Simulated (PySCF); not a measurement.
# Vibration and rotation of PbBr

UHF-CCSD(T) constants of PbBr, ²Π (doublet), unpaired electrons π ↑ (Pb def2-TZVPP with ECP60, Br def2-TZVPP; scalar-relativistic core potentials (PySCF 2.14); masses 207.9766 and 78.9183 u):

| Property | Result |
| --- | --- |
| ωe | 213.3 cm⁻¹ |
| ωexe | 0.435 cm⁻¹ |
| Be | 0.043127 cm⁻¹ |
| αe | 0.000123 cm⁻¹ |
| D (centrifugal) | 7.05e-09 cm⁻¹ |
| De to Pb + Br | 3.27 eV |

Problem. Give the vibrational terms G(v) and spacings up to v = 6.

Solution. G(v) = ωe(v+½) − ωexe(v+½)².

| v | G(v) (cm⁻¹) | G(v) − G(v−1) | Bv (cm⁻¹) |
| --- | --- | --- | --- |
| 0 | 106.5 |  | 0.04307 |
| 1 | 319.0 | 212.4 | 0.04294 |
| 2 | 530.5 | 211.6 | 0.04282 |
| 3 | 741.2 | 210.7 | 0.04270 |
| 4 | 951.0 | 209.8 | 0.04257 |
| 5 | 1160.0 | 209.0 | 0.04245 |
| 6 | 1368.1 | 208.1 | 0.04233 |

Problem. How well does the Morse estimate ωe²/(4ωexe) reproduce De, and what is D0?

Solution. It gives 3.24 eV, 99 % of the computed De. D0 = De − G(0) = 3.27 − 0.01 = 3.26 eV.

Correlated steps freeze 13 core orbitals. Spin–orbit coupling is left out, which matters for elements this heavy, above all for dissociation energies. The state is the lowest determinant that a PBE0 search found; another state may lie lower at other levels.
